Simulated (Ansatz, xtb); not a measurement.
**C5H6BClO: which of two isomers lies lower**

Structure a: `Bc1occ(C)c1Cl`, a singlet. Structure b: `ClBC1C=COC=C1`, a singlet. Both are isolated molecules in the gas phase, relaxed with PBE-D3(BJ)/def2-SVP; the shapes shown needn't be the lowest conformers.

a (Å):

```tsv
atom	x (Å)	y (Å)	z (Å)
C	-0.8505	-0.3583	0.9656
C	1.2656	-0.8687	0.5126
C	0.6573	-0.8150	-0.7332
C	1.2531	-1.0417	-2.0841
C	-0.6969	-0.4871	-0.4266
B	-2.0220	-0.0317	1.8636
Cl	-1.9281	-0.2872	-1.6067
O	0.4099	-0.6071	1.5123
H	-1.8709	0.0146	3.0671
H	-3.1057	0.1799	1.3597
H	2.3019	-1.0841	0.8017
H	2.3326	-1.2752	-2.0178
H	1.1301	-0.1462	-2.7272
H	0.7481	-1.8811	-2.6052
```

b (Å):

```yaml
atoms:
  - { symbol: C, position_ang: [1.0983, -0.0916, -1.1821] }
  - { symbol: C, position_ang: [1.7235, -1.1150, -0.2310] }
  - { symbol: C, position_ang: [2.1994, -2.2948, -0.7038] }
  - { symbol: C, position_ang: [2.1015, -1.5705, -2.9187] }
  - { symbol: C, position_ang: [1.6050, -0.3711, -2.5733] }
  - { symbol: B, position_ang: [-0.3081, -0.6831, -0.8053] }
  - { symbol: Cl, position_ang: [-1.1955, -0.0666, 0.6040] }
  - { symbol: O, position_ang: [2.2721, -2.6224, -2.0227] }
  - { symbol: H, position_ang: [-0.7865, -1.6171, -1.4127] }
  - { symbol: H, position_ang: [1.2759, 0.9477, -0.8425] }
  - { symbol: H, position_ang: [1.7644, -0.9176, 0.8488] }
  - { symbol: H, position_ang: [2.6157, -3.0879, -0.0649] }
  - { symbol: H, position_ang: [2.4533, -1.8499, -3.9209] }
  - { symbol: H, position_ang: [1.5499, 0.4143, -3.3411] }
```

Quicker runs give these differences E(b) − E(a): GFN2-xTB +7.4 kcal/mol; HF/STO-3G −2.5 kcal/mol (at GFN2-xTB geometries); r2SCAN-D4/def2-SVP −8.2 kcal/mol (at GFN2-xTB geometries).

Estimate E(b) − E(a) at the level CCSD(T)/def2-SVP + ΔMP2/def2-TZVPP.

Calculated at CCSD(T)/def2-SVP + ΔMP2/def2-TZVPP: E(b) − E(a) = −12.1 kcal/mol, so structure b lies lower.

Level by level:

```json
{"level": "GFN2-xTB", "geometry": "GFN2-xTB", "E(b) − E(a) (kcal/mol)": "+7.4", "departure from the last row (kcal/mol)": "+19.5", "job, with rough time for the two": "optimisation, 0.21 s"}
{"level": "HF/STO-3G", "geometry": "GFN2-xTB", "E(b) − E(a) (kcal/mol)": "−2.5", "departure from the last row (kcal/mol)": "+9.6", "job, with rough time for the two": "single point, 0.52 s"}
{"level": "r2SCAN-D4/def2-SVP", "geometry": "GFN2-xTB", "E(b) − E(a) (kcal/mol)": "−8.2", "departure from the last row (kcal/mol)": "+4.0", "job, with rough time for the two": "single point, 4.7 s"}
{"level": "PBE-D3(BJ)/def2-SVP", "geometry": "PBE-D3(BJ)/def2-SVP", "E(b) − E(a) (kcal/mol)": "−9.3", "departure from the last row (kcal/mol)": "+2.9", "job, with rough time for the two": "optimisation, 55 s"}
{"level": "HF/def2-SVP", "geometry": "PBE-D3(BJ)/def2-SVP", "E(b) − E(a) (kcal/mol)": "−15.5", "departure from the last row (kcal/mol)": "−3.4", "job, with rough time for the two": "part of the CCSD(T) run"}
{"level": "MP2/def2-SVP", "geometry": "PBE-D3(BJ)/def2-SVP", "E(b) − E(a) (kcal/mol)": "−9.6", "departure from the last row (kcal/mol)": "+2.5", "job, with rough time for the two": "part of the CCSD(T) run"}
{"level": "CCSD(T)/def2-SVP", "geometry": "PBE-D3(BJ)/def2-SVP", "E(b) − E(a) (kcal/mol)": "−13.3", "departure from the last row (kcal/mol)": "−1.1", "job, with rough time for the two": "single point"}
{"level": "CCSD(T)/def2-SVP + ΔMP2/def2-TZVPP", "geometry": "PBE-D3(BJ)/def2-SVP", "E(b) − E(a) (kcal/mol)": "−12.1", "departure from the last row (kcal/mol)": "", "job, with rough time for the two": "single point, 98 s"}
```

As drawn, b has 1 B–Cl, 1 C–C, 2 C=C, 2 C–O, 1 C–H in place of 2 C∷O, 3 C∷C, 1 C–Cl, 1 B–H (∷ is an aromatic bond). Structure a has a 5-membered ring (with an aromatic ring), b a 6-membered ring.

GFN2-xTB puts the two in the other order. The largest departure from CCSD(T)/def2-SVP + ΔMP2/def2-TZVPP is that of GFN2-xTB, 19.5 kcal/mol. The last row adds to CCSD(T) the change of the MP2 difference between the two basis sets, here +1.1 kcal/mol.

With thermal terms from frequencies at re-optimised GFN2-xTB minima (ideal gas, soft modes damped towards free rotors, one conformer each, 298.15 K, 1 atm): the zero-point term adds +1.0 kcal/mol; ΔH is −11.4 and ΔG −11.2 kcal/mol.

The correlated steps freeze 12 core orbitals. Codes used: Ansatz 0.2.0, xtb 6.7.1; the last row on 4 threads of Arm Neoverse V1 on a shared host.
